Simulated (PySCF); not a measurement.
Does the answer move with the share of exact exchange?

Compound: C2H10OSi2.
Bonds: C1–O2, O2–C3, C3–Si4, C3–Si5. Hydrogens: H6, H7, H8 on C1; H9 on C3; H10, H11, H12 on Si4; H13, H14, H15 on Si5.

Torsions of this conformer, `[CH3:1][O:2][CH:3]([SiH3:4])[SiH3:5]`: C1–O2–C3–Si4 147°.

PySCF, pcSseg-1 basis, density fitting, gas phase, PBE0-D3(BJ)/def2-SVP geometry. One functional is left out:

```json
{"functional": "B97-D", "exact exchange (%)": "0", "HOMO energy (eV)": "-5.67", "LUMO energy (eV)": "-0.18", "dipole moment (D)": "1.533"}
{"functional": "BLYP", "exact exchange (%)": "0", "HOMO energy (eV)": "-5.54", "LUMO energy (eV)": "-0.21", "dipole moment (D)": "1.511"}
{"functional": "BP86", "exact exchange (%)": "0", "HOMO energy (eV)": "-5.77", "LUMO energy (eV)": "-0.41", "dipole moment (D)": "1.547"}
{"functional": "LDA", "exact exchange (%)": "0", "HOMO energy (eV)": "-5.77", "LUMO energy (eV)": "-0.64", "dipole moment (D)": "1.564"}
{"functional": "OPBE", "exact exchange (%)": "0", "HOMO energy (eV)": "-5.63", "LUMO energy (eV)": "-0.12", "dipole moment (D)": "1.526"}
{"functional": "PBE", "exact exchange (%)": "0", "HOMO energy (eV)": "-5.65", "LUMO energy (eV)": "-0.37", "dipole moment (D)": "1.524"}
{"functional": "B3LYP", "exact exchange (%)": "20", "HOMO energy (eV)": "-6.84", "LUMO energy (eV)": "0.27", "dipole moment (D)": "1.573"}
{"functional": "PBE0", "exact exchange (%)": "25", "HOMO energy (eV)": "-7.08", "LUMO energy (eV)": "0.46", "dipole moment (D)": "1.596"}
{"functional": "mPW1PW91", "exact exchange (%)": "25", "HOMO energy (eV)": "-7.11", "LUMO energy (eV)": "0.50", "dipole moment (D)": "1.600"}
{"functional": "BHandHLYP", "exact exchange (%)": "50", "HOMO energy (eV)": "-8.42", "LUMO energy (eV)": "1.33", "dipole moment (D)": "1.648"}
```

Task: Predict the row of B97-2 (21 % exact exchange) by straight lines through the other rows, and check it.

Result: 
| property | line | computed | computed − line | B3LYP (20 %), for comparison |
| --- | --- | --- | --- | --- |
| HOMO energy (eV) | -6.85 | -6.82 | +0.03 | -6.84 |
| LUMO energy (eV) | 0.36 | 0.50 | +0.14 | 0.27 |
| dipole moment (D) | 1.583 | 1.587 | +0.004 | 1.573 |

Task: Which of these properties follows the share of exact exchange most closely, and which least?

Result: Most closely the HOMO energy, least the dipole moment; the correlations over the tabulated rows are HOMO energy -0.997, LUMO energy 0.969, dipole moment 0.941. The HOMO energy moves by -0.556 eV for every 10 %. Functionals with the same share still differ in their other parts: at 0 % BLYP and BP86 differ by 0.23 eV in it.
